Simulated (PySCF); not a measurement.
Gas-phase reaction: InBr + HF + 2 F ⇌ InF3 + HBr

Method: PySCF energies plus ideal-gas RRHO corrections (1 bar). † marks an energy on the PBE0/def2-TZVP geometry and frequencies; other levels use their own. CCSD(T) freezes the core. Open shells (unrestricted): F (multiplicity 2, electronic degeneracy 6); the rest are closed-shell singlets. Spin-orbit splitting is ignored; it lowers the true energy and changes the entropy of F. B3LYP is the form with VWN-RPA correlation. In: scalar-relativistic def2 core potential, no spin-orbit coupling. Br: all electrons, no relativistic terms. CCSD(T) isn't extrapolated to the basis-set limit; its ΔH°(298 K) is -574.0 kJ in def2-SVP and -596.2 kJ in def2-TZVPP. The harmonic model lacks anharmonicity and excited electronic states, which grow with temperature; levels with a mode under 35 cm⁻¹ are left out.

```
level               ΔE electronic, kJ  ΔH°(298 K), kJ  ΔS°(298 K), J/K  ΔG°(1200 K), kJ
------------------  -----------------  --------------  ---------------  ---------------
B3LYP/def2-TZVP†                 -587            -590             -246             -293
CCSD(T)/def2-SVP†                -571            -574             -246             -277
M06-2X/def2-TZVP†                -616            -619             -246             -322
PBE/def2-SVP                     -649            -651             -243             -358
PBE/def2-TZVP†                   -646            -648             -246             -352
PBE0/def2-QZVP†                  -595            -598             -246             -301
PBE0/def2-SVP†                   -575            -578             -246             -282
ωB97M-V/def2-TZVP†               -622            -625             -246             -328
```
ΔH° is lowest at PBE/def2-SVP and highest at CCSD(T)/def2-SVP†. No reference value is set beside these.
